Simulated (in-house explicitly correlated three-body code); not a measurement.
Computed with an exponentially correlated three-body code. Model: two electrons around a point charge, non-relativistic, variational in 260 exponentially correlated functions (energies converged to about 1e-7 hartree, or 1e-8 relative for large Z).

Command:
```bash
python run_hyl.py task.json out
```
Settings (lengths in bohr, energies in hartree):
```
Z                      1.5
nuclear_mass           0.4
interaction_strength   1
functions              260
states_tried           13
```

Cost of the run: 64 s on 1 thread of Arm Neoverse N1, with other jobs on the host.

**Those bound S and P states to n = 4 that converged, binding against the one-electron ion.**

Given: nuclear charge 1.5; mass of the centre 0.4 electron masses.

Computed: one-electron threshold -0.321428571 hartree.

```tsv
term	energy (hartree)	binding (eV)
1 1S	-0.432189402	3.014
2 1S	-0.343234387	0.59337
2 3S	-0.339491037	0.4915
2 1P	-0.334803825	0.36396
3 1S	-0.33034718	0.24269
3 3S	-0.329442805	0.21808
4 1S	?	?
4 3S	-0.325943307	0.12285
```

What belongs in the row 4 1S?

energy (hartree): -0.326304217; binding (eV): 0.13267.

**Converged states only, values per electron or pair.**

```tsv
term	mean r (bohr)	mean r squared (bohr²)	mean inverse r (1/bohr)	mean r12 (bohr)	mean inverse r12 (1/bohr)	mean cosine	mean p1 dot p2 (bohr⁻²)	delta r1 (bohr⁻³)	delta r12 (bohr⁻³)
1 1S	4.3163	25.343	0.36039	5.8255	0.21679	0.16192	-0.024496	0.01764	0.00047493
2 1S	10.597	192.6	0.2545	17.822	0.077045	0.060196	-0.018379	0.013001	0.00010262
2 3S	12.435	268.64	0.24424	21.362	0.053752	0.077484	-0.0035526	0.012871	-
2 1P	14.604	384.82	0.23813	25.694	0.044787	0.062066	-0.0056698	0.01268	1.9639e-08
3 1S	22.996	1029.9	0.23104	42.497	0.032415	0.037079	-0.0068987	0.012657	2.4793e-05
3 3S	?	?	?	?	?	?	?	?	-
4 1S	40.377	3357.6	0.22358	77.244	0.01814	0.023389	-0.0038009	0.012579	9.939e-06
4 3S	43.37	3898.5	0.22258	83.221	0.015864	0.024348	-0.0023429	0.012572	-
```

What belongs in the row 3 3S?

mean r (bohr): 25.284; mean r squared (bohr²): 1260.1; mean inverse r (1/bohr): 0.22856; mean r12 (bohr): 47.045; mean inverse r12 (1/bohr): 0.026807; mean cosine: 0.040062; mean p1 dot p2 (bohr⁻²): -0.0033157; delta r1 (bohr⁻³): 0.01263.
